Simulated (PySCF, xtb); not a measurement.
CH7FOSi3, SMILES F[SiH2][C@H]1O[SiH2][SiH2]1.

GFN2-xTB in xtb at its own geometry gives an orbital gap of 3.68 eV and a dipole moment of 2.25 D.

Geometry optimised at PBE0-D3(BJ)/def2-SVP. The structure was generated by enumeration; whether it is a known compound was not checked. One conformer was computed; it need not be the lowest.

What does PySCF with B3LYP/def2-TZVP give? (The exact figures need the calculation; the answer reports its results.)

gap 6.40 eV (levels -7.47 and -1.07 eV), dipole 1.70 D.
